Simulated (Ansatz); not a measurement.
Reaction (formal exchange of groups at the Sb–F bond): `[F][Sb]([SiH3])[Cl]` + SiH₄ → `[SiH3][Sb]([SiH3])[Cl]` + H–F

Gas-phase electronic energies from Ansatz, PBE0-D4/def2-TZVP geometries. CCSD(T)/CBS adds triple-zeta CCSD(T) − MP2 to the extrapolated MP2 energy (def2 sets, frozen cores). This one scheme is used for every species. Functionals use def2-TZVPP. Elements past krypton have def2 core potentials. For Sb outer-core shells are correlated without core-valence functions, which leaves a few kJ/mol of doubt a bond.

CCSD(T)/CBS gives -0.5 kcal/mol.

Another level gave +0.6 kcal/mol. Which?
A. revPBE-D4/def2-TZVPP
B. MP2/def2-TZVPP
C. PBE/def2-TZVPP
D. BHLYP/def2-TZVPP

A. revPBE-D4 0.6, PBE 2.6, BHLYP 4.9, MP2/def2-TZVPP -3.0 kcal/mol.

Largest T1 diagnostic among the species: 0.014.

Leaving LDA and LC-ωPBE aside and taking each functional with its dispersion term where it has one, the values, not all of them listed here, spread over 9.3 kcal/mol, from PBE-QIDH to B97M-V. LDA lies −3.2 kcal/mol from PBE without D4. From BLYP to BHLYP (50 % exact exchange), in def2-TZVPP and without D4, ΔE moves by −4.1 kcal/mol.
